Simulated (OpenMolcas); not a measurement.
**Tc4+: ligand-field states by method**

Tc4+ with 6 ligands (chloride) in octahedral coordination (Oh) at 2.41 Å. A charge of +0.333 e stands 2.8 Å behind each ligand. Ligand basis ANO-RCC-VDZP.
```
Tc    0.0000    0.0000    0.0000
Cl    2.4100    0.0000    0.0000
Cl    0.0000    2.4100    0.0000
Cl   -2.4100    0.0000    0.0000
Cl    0.0000   -2.4100    0.0000
Cl    0.0000    0.0000    2.4100
Cl    0.0000    0.0000   -2.4100
```

```yaml
Program: OpenMolcas
Basis: ANO-RCC-VTZP [7s6p4d2f1g]
Scalar_Hamiltonian: DKH2, point nucleus
Active_space: 3 electrons in 5 orbitals (4d)
State_averaging: 2S+1 = 4 even, 10 roots; 2S+1 = 2 even, 40 roots
Spin-orbit_coupling: RASSI with atomic mean-field integrals over the reference wave functions
```

I. CASSCF
II. SS-CASPT2, IPEA 0.25 Eh, imaginary shift 0.1 Eh (closed shells correlated: 4s 4p and the ligand valence shells)

Spin-free states (labels of O, the rotations of Oh) in cm-1, each column counted from its own energy of the first state listed:

```tsv
State	Degeneracy	I	II
4A2	1	0	0
2E	2	14236	8980
2T1	3	14919	9030
2T2	3	22004	15430
4T2	3	22250	26290
4T1	3	29029	31010
2A1	1	33272	31530
2S+1 = 2	3	33875	32410
2S+1 = 2	3	35319	33570
2E	2	37160	34510
```

From I to II, I's first state of the same spin (4T2) moves from 22250 to 26290 cm-1, by about +4000 cm-1.

From I to II, I's first state of another spin (2E) moves from 14236 to 8980 cm-1, by about -5300 cm-1.

χT at 300 K: I 1.77, II 1.78 cm3 K/mol.

Roots that are degenerate in the reference are averaged as groups; the widest CASPT2 spread within a group is 340 cm-1 (the 3-fold group of multiplicity 2 near 35600 cm-1 above the lowest state of its run, II). Shifts and gaps below about the spread of the groups concerned are not significant. Over all roots computed the reference weight is 0.62 to 0.63 in II; a low but even weight reflects the number of correlated electrons. The least metal-like active orbital is 69 % on the metal (Löwdin) and no ligand orbital is active, so the numbers are rough. Ligand-to-metal charge-transfer states are missing. With no ligand orbital active B as a rule stays too high, so bands that hang on it stand too high and its fall with covalency is understated. Without dynamic correlation the repulsion within the d shell is too large (B by tens of per cent), so at a given field states of lower spin stand too high (holds for I). With metal d orbitals alone the field can be off either way by tens of per cent (holds for I). These CASPT2 states fit no ligand-field parameters well, so their order and spin gaps are uncertain (holds for II). With one d shell and no ligand orbital active, 10Dq can be off by a tenth or more (holds for II). No measured value stands beside these numbers; the geometry was imposed, not optimised, and the real ion may take another.
